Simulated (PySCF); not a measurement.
A structure optimised at PBE0-D3(BJ)/def2-SVP, used in a PySCF frequency run:

```xyz
13

C     -1.2730     0.9678     0.0000
C     -1.4631    -0.3609     0.0000
Si     0.0251    -1.4679     0.0000
C      1.4394    -0.2065     0.0000
N      1.3069     1.0599     0.0000
C      0.0271     1.7150     0.0000
H     -2.1471     1.6350     0.0000
H     -2.4920    -0.7369     0.0000
H      0.1079    -2.3546     1.2034
H      0.1079    -2.3546    -1.2034
H      2.4856    -0.5646     0.0000
H      0.0279     2.4072    -0.8644
H      0.0279     2.4072     0.8644
```

**Question.** Write its SMILES, formula and point group.

**Answer.** C1=C[SiH2]C=NC1, C4H7NSi, Cs

**Question.** What are its rotational constants (standard atomic weights)?

**Answer.** 4.3842, 3.2387, 1.9255 GHz
